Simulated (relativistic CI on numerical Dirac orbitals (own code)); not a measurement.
Method of calculation: Dirac-Coulomb-Breit CI, KLI orbitals optimised for each configuration, QED by a radiative potential, unscaled Slater integrals (own radial code, finite nucleus).

The strongest absorption lines from the ground level of an ion, among the configurations computed and to levels below about 1940 eV (vacuum wavelength in nm, gf): 0.65236 (0.12), 0.65703 (0.059), 0.84969 (0.0029), 0.88995 (0.023), 0.91115 (0.35), 0.92794 (0.22), 7.3068 (0.5), 14.173 (0.044).

(1) Which ion is it?
A. Sb XXXVIII
B. Sb XL
C. La XLVI
D. Sb XLII

## Answers

(1) B. Sb XL has 12 electrons and the ground level 3s² ¹S0; the strongest line goes to 3s3p ¹P°1. The pattern of lines fixes the number of electrons, and along that sequence the line energies rise steadily with the charge (about as its square where n changes within one kind of shell, about linearly where n is kept but much faster in heavy ions where fine structure, which grows about as Z⁴, sets the gap, and irregularly where shells cross), which fixes Z. Configurations outside the model, such as inner-shell arrays, can give stronger lines. At this charge energies of transitions that change n are usually good to better than 1 %, and those within a shell (Δn = 0) to a few per cent.

LS names give the leading component of a level, which can be under half, so a name can repeat, a term be missing and a line seem to break the LS rules.
